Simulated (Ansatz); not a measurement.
Kohn–Sham single points on `[SiH3]N[SiH2][SeH]`.

```yaml
crystal:
  periodic: [false, false, false]
  atoms:
    - {symbol: Si, position_ang: [-0.338773, 1.551949, -0.702388]}
    - {symbol: N, position_ang: [-0.496359, 0.376152, 0.559048]}
    - {symbol: Si, position_ang: [0.587728, -0.912864, 0.897764]}
    - {symbol: Se, position_ang: [0.976873, -2.296480, -0.876453]}
    - {symbol: H, position_ang: [-1.129801, 1.215226, -1.916587]}
    - {symbol: H, position_ang: [-0.798033, 2.878478, -0.212194]}
    - {symbol: H, position_ang: [1.099861, 1.608644, -1.062372]}
    - {symbol: H, position_ang: [-1.381249, 0.335992, 1.043585]}
    - {symbol: H, position_ang: [0.017325, -1.664167, 2.042498]}
    - {symbol: H, position_ang: [1.952447, -0.419791, 1.204631]}
    - {symbol: H, position_ang: [-0.424821, -2.730042, -0.956932]}
basis:
  gaussian: {orbitals: def2-TZVPP}
hamiltonian: {xc: {name: wB97M-V}}
output: {forces: true, orbitals: {seedname: orbitals}}
```

```sh
$ ansatz run in.yaml --threads 4 --pin off --events-out ev --progress --plain --max-ram 10444MiB
```

Shortened log:

```
Functional definition: wB97M-V
1545 factors; their error is unknown
342 factors; integrals over basis functions are off by at most 1.0e-5 eV
mean field evaluation 1: about -82701.5584 eV, gradient 5.0e1 eV
mean field evaluation 2: about -82700.8350 eV, gradient 5.2e1 eV
mean field evaluation 4: about -82706.1582 eV, gradient 1.1e0 eV
mean field evaluation 8: about -82706.4155 eV, gradient 3.8e-2 eV
mean field evaluation 16: about -82706.4155 eV, gradient 4.2e-5 eV
mean field -82706.41547903 eV, -3039.4047084325 hartree, gradient 4.2e-5 eV, S^2 0.000000; 0 other end points of the search recorded, 0 dependent functions left out
reference -82706.41553693 eV, -3039.4047105603 hartree; 38, 38 occupied and 223, 223 virtual orbitals, 1545 factors
Total energy: -82706.41553693 eV, -3039.4047105603 hartree
Atom 0 at    -0.338773     1.551949    -0.702388 Å, force     0.003984     0.175105    -0.155970 eV/Å
Atom 1 at    -0.496359     0.376152     0.559048 Å, force    -0.039073    -0.023487     0.006507 eV/Å
Atom 2 at     0.587728    -0.912864     0.897764 Å, force     0.123630    -0.089390     0.167087 eV/Å
Atom 3 at     0.976873    -2.296480    -0.876453 Å, force    -0.113661     0.007401     0.027844 eV/Å
Atom 4 at    -1.129801     1.215226    -1.916587 Å, force     0.093294     0.035086     0.141665 eV/Å
Atom 5 at    -0.798033     2.878478    -0.212194 Å, force     0.054764    -0.155871    -0.060331 eV/Å
Atom 6 at     1.099861     1.608644    -1.062372 Å, force    -0.153569    -0.016036     0.044768 eV/Å
Atom 7 at    -1.381249     0.335992     1.043585 Å, force     0.020465     0.003788    -0.004287 eV/Å
Atom 8 at     0.017325    -1.664167     2.042498 Å, force     0.068796     0.080522    -0.141567 eV/Å
Atom 9 at     1.952447    -0.419791     1.204631 Å, force    -0.156071    -0.051343    -0.036778 eV/Å
Atom 10 at    -0.424821    -2.730042    -0.956932 Å, force     0.097440     0.034225     0.011062 eV/Å
Dipole moment:    -0.334395     0.099102     0.193193 e Å
```

Run time 14 s (4 threads of an Arm Neoverse V2 on a shared host); peak host memory 1.1 GiB.

Changing it to `hamiltonian: {xc: pbe, dispersion: d4}` (abridged; 2.8 s):

```
Functional definition: PBE
mean field evaluation 16: about -82691.9211 eV, gradient 1.4e-4 eV
mean field -82691.92113130 eV, -3038.8720509779 hartree, gradient 4.0e-5 eV, S^2 0.000000
Total energy: -82692.21399266 eV, -3038.8828134343 hartree
Atom 0 force     0.002779     0.120690    -0.136637 eV/Å
Atom 1 force     0.028792     0.074937     0.045121 eV/Å
Atom 2 force     0.084007    -0.143982     0.063594 eV/Å
Atom 3 force     0.318469    -0.067801    -0.175744 eV/Å
Atom 4 force    -0.078405    -0.027757    -0.140373 eV/Å
Atom 5 force    -0.045206     0.143023     0.048453 eV/Å
Atom 6 force     0.146849     0.006953    -0.037166 eV/Å
Atom 7 force    -0.302918    -0.012911     0.167242 eV/Å
Atom 8 force    -0.065428    -0.068278     0.140066 eV/Å
Atom 9 force     0.157254     0.045421     0.025368 eV/Å
Atom 10 force    -0.246192    -0.070296     0.000076 eV/Å
Dipole moment:    -0.322857     0.088636     0.174704 e Å
```

The same input with `hamiltonian: {xc: pbe0, dispersion: d4}` and no forces (abridged; 4 s):

```
Functional definition: PBE0
mean field evaluation 16: about -82695.9072 eV, gradient 5.2e-5 eV
mean field -82695.90723321 eV, -3039.0185375213 hartree, gradient 5.2e-5 eV, S^2 0.000000
Total energy: -82696.15857851 eV, -3039.0277742906 hartree
```
